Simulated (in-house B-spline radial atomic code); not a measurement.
K⁴⁺. Computed with a B-spline radial atomic code. Model: all-electron spherical atom, spin shells full or empty, radial basis limit, no spin-orbit coupling: exact exchange with a local potential (Slater, KLI or optimised effective potential, whose far tail is KLI's), no correlation.

Exchange potential has not reached -1/r at the last radius.

The run also made RPA and GW results, which its time includes.

The Slater potential averages the orbital exchange potentials with the orbital densities as weights, KLI adds orbital constants, and the optimised effective potential minimises the exact-exchange energy among local potentials. So their energies lie above Hartree-Fock in the order OEP, KLI, Slater. All fall off as −1/r, unlike LDA and GGA exchange.

Command:
```bash
python run_gw.py task.json out
```
Settings (nuclear radius in fm, other lengths in bohr, energies in hartree):
```
Z                      19
electrons              15
configuration          [Ne] 3s2 3p3
hamiltonian            x2c
method                 slater
lmax                   9
rms_radius             3.4349
spin_polarised         True
box_radius             11.96
intervals              101
```

Run time, properties included: 6.5 s on 1 thread of Arm Neoverse N1 (shared host).

Given: hamiltonian one-electron scalar X2C; mean-field start Slater potential.

Computed: energy above Hartree-Fock 96.342 millihartree.

```tsv
radius (bohr)	r times exchange potential up (hartree bohr)	r times exchange potential down (hartree bohr)
0.00263	-0.051542	-0.051549
0.00319	-0.062462	-0.062471
0.00387	-0.07568	-0.075691
0.0047	-0.09175	-0.091763
0.0057	-0.111	-0.11101
0.00692	-0.13427	-0.13429
0.00839	-0.16199	-0.16201
0.0102	-0.19556	-0.19558
0.0124	-0.23544	-0.23546
0.015	-0.2811	-0.28113
0.0182	-0.33496	-0.33498
0.0221	-0.39688	-0.39689
0.0268	-0.46586	-0.46585
0.0325	?	?
0.0394	-0.6204	-0.62035
0.0478	-0.70023	-0.7002
0.058	-0.77485	-0.77494
0.0704	-0.83648	-0.83693
0.0854	-0.87496	-0.87578
0.104	-0.88233	-0.88198
0.126	-0.87021	-0.8638
0.153	-0.88585	-0.86898
0.185	-0.96504	-0.94069
0.225	-1.0969	-1.0704
0.272	-1.2341	-1.2094
0.331	?	?
0.401	-1.4072	-1.3983
0.487	-1.3801	-1.4034
0.59	-1.2329	-1.3167
0.716	-1.1159	-1.1014
0.869	-1.2041	-0.91725
1.05	-1.3462	-0.90277
1.28	-1.441	-0.94586
1.55	-1.4522	-0.97841
1.88	-1.3999	-0.99384
2.28	-1.3197	-0.9988
2.77	-1.2394	-0.99986
```

Problem. What belongs in the row 0.0325?

Solution. r times exchange potential up (hartree bohr): -0.54117; r times exchange potential down (hartree bohr): -0.54114.

Problem. What belongs in the row 0.331?

Solution. r times exchange potential up (hartree bohr): -1.349; r times exchange potential down (hartree bohr): -1.3294.

```tsv
occupied	level (hartree)	Hartree-Fock level (hartree)
1s up	-135.04	-136.57
1s down	?	?
2s up	-16.493	-16.942
2s down	-16.461	-16.883
2p up	-13.863	-13.889
2p down	?	?
3s up	-3.7898	-3.8888
3s down	-3.4953	-3.3798
3p up	-3.1234	-3.0124
```

Problem. What belongs in the row 1s down?

Solution. level (hartree): -135.02; Hartree-Fock level (hartree): -136.51.

Problem. What belongs in the row 2p down?

Solution. level (hartree): -13.815; Hartree-Fock level (hartree): -13.778.

| empty | level (hartree) |
| --- | --- |
| 3p down | -2.8365 |
| 3d up | -2.1334 |
| 3d down | -1.8865 |
| 4s up | -1.5529 |
| 4s down | ? |
| 4p up | ? |
| 4p down | -1.2428 |
| 4d up | -1.0428 |
| 4d down | -0.9666 |

Problem. What belongs in the row 4s down?

Solution. level (hartree): -1.4359.

Problem. What belongs in the row 4p up?

Solution. level (hartree): -1.3445.

The highest level, 3p up, differs from Hartree-Fock by -3 eV and the deepest, 1s up, by +41.9 eV: the Slater potential lacks the response part and is deeper than the optimised one throughout, so the top level comes too deep.
